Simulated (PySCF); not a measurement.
Species: potassium chloride, KCl.
Atom-mapped SMILES: `[Cl:1][K:2]`

All values: wB97X-D/pcSseg-2 (PySCF, non-relativistic), on one gas-phase PBE0-D3(BJ)/def2-TZVP geometry that isn't relaxed in the solvent. The solvent is an IEF-PCM continuum (cavity from Bondi-type radii × 1.2). The model holds no explicit solvent molecules, cavitation or dispersion.

Gas phase at wB97X-D/pcSseg-2: HOMO -7.96 eV, LUMO -0.10 eV, dipole 10.49 D.

**Question.** What does the continuum do to the energy, the frontier levels and the dipole at wB97X-D/pcSseg-2 in chloroform?

**Answer.** 
```json
{"solvent": "chloroform", "ε": "4.711", "E(solvent) − E(gas) (kcal/mol)": "-14.41", "polarisation term (kcal/mol)": "-15.73", "distortion of the solute (kcal/mol)": "1.32", "HOMO (eV)": "-9.04", "LUMO (eV)": "0.38", "dipole (D)": "11.44"}
```

The polarisation term is half the interaction of the solute with the surface charges that it induces; the rest is the cost of distorting the solute's density. The sum is the electrostatic part of solvation alone.

**Question.** Which radius a makes the point-dipole formula ΔE = −[(ε − 1)/(2ε + 1)]·μ²/a³ give the value in chloroform, with the gas-phase dipole?

**Answer.** μ = 4.126 au and |ΔE| = 0.02297 Eh give a = 3.39 Å; the farthest nucleus lies 1.34 Å from the centroid of the nuclei. The formula assumes a rigid point dipole at the centre of a sphere.

Time: 3.5 s wall; peak memory 0.35 GiB. Hardware: one thread, Arm Neoverse N1 (aarch64), shared host with 64 logical CPUs at a one-minute load of 58. This is the whole shielding run at wB97X-D/pcSseg-2 in chloroform, SCF included.

The pairwise dispersion term of wB97X-D wasn't added to the energies; at a given geometry it leaves orbitals and properties as they are.
